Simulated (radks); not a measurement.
All-electron atom: Eu37+ in [Ar] 3d8.

Method: Dirac Kohn-Sham, revPBE, spin-unpolarised, spherical densities, point nucleus; open shells are shared between the two j in proportion to 2j + 1; computed with a radial shooting solver on a logarithmic mesh with Libxc functionals.

Energy parts (eV):
| part | energy |
|---|---|
| total | -270844.82 |
| kinetic | 296217.21 |
| electron-nucleus | -616731.73 |
| Hartree | 54675.59 |
| exchange-correlation | -5005.89 |

Orbitals (lengths in bohr, moments of r in powers of bohr; <r^-3> diverges for s and p1/2; r(max) is where P^2 peaks):
| orbital | occ. | eigenvalue (eV) | r(max) | <r^-3> |
|---|---|---|---|---|
| 1s1/2 | 2 | -50027.90 | 0.01419 | - |
| 2s1/2 | 2 | -9592.413 | 0.08057 | - |
| 2p1/2 | 2 | -9195.559 | 0.06096 | - |
| 2p3/2 | 4 | -8542.801 | 0.06665 | 9456 |
| 3s1/2 | 2 | -3267.073 | 0.2250 | - |
| 3p1/2 | 2 | -3101.045 | 0.2118 | - |
| 3p3/2 | 4 | -2957.443 | 0.2231 | 2155 |
| 3d3/2 | 3.2 | -2682.256 | 0.1759 | 366.5 |
| 3d5/2 | 4.8 | -2649.942 | 0.1791 | 327.6 |

The highest occupied level is 3d5/2 at -2649.9 eV. Summed over all electrons, <r^2> = 1.028 bohr^2, which gives a Langevin (diamagnetic) susceptibility term of -0.815 x 10^-6 cm^3/mol.
